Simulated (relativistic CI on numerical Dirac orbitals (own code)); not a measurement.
Calculated at this level of theory: Dirac-Coulomb-Breit CI, orbitals from a KLI potential per configuration, model QED, unscaled Slater integrals (own radial code, finite nucleus).

CI space (outside the closed core 1s2): 2s², 2s2p, 2p², 2p3s, 2p3p, 2s3s, 2s3p, 2s3d, 2s4s, 2s4p, 2s4d, 2s4f, 2s5s, 2s5p, 3s², 2s5d, 2s5f, 2s5g, 3s3p, 3p². Levels of other configurations are missing.

At this charge energies of transitions that change n are usually good to better than 1 %, and those within a shell (Δn = 0) to a few per cent.

Outline of the computed level scheme of As XXX. Lowest level of each configuration: 2s² ¹S0 at 0.00 eV; 2s2p ³P°0 at 56.74 eV; 2p² ³P0 at 160.49 eV; 2s3s ³S1 at 1855.57 eV; 2s3p ³P°0 at 1883.65 eV; 2s3d ³D1 at 1909.63 eV; 2p3s ³P°0 at 1927.72 eV; 2p3p ³D1 at 1945.80 eV; 2s4s ³S1 at 2493.52 eV.

Some strong electric-dipole decays among the lowest 36 levels: 2s3d ³D3 → 2s2p ³P°2 (6.2e+13 s⁻¹); 2s3d ³D2 → 2s2p ³P°1 (4.9e+13 s⁻¹); 2s3d ¹D2 → 2s2p ¹P°1 (4.8e+13 s⁻¹); 2s3d ³D1 → 2s2p ³P°0 (3.8e+13 s⁻¹); 2s3d ³D1 → 2s2p ³P°1 (2.7e+13 s⁻¹); 2s3p ¹P°1 → 2s² ¹S0 (2.3e+13 s⁻¹); 2p3p ¹S0 → 2s2p ¹P°1 (2.1e+13 s⁻¹); 2p3p ³P0 → 2s2p ³P°1 (2.0e+13 s⁻¹).

LS names give the leading component of a level, which can be under half, so a name can repeat, a term be missing and a line seem to break the LS rules.
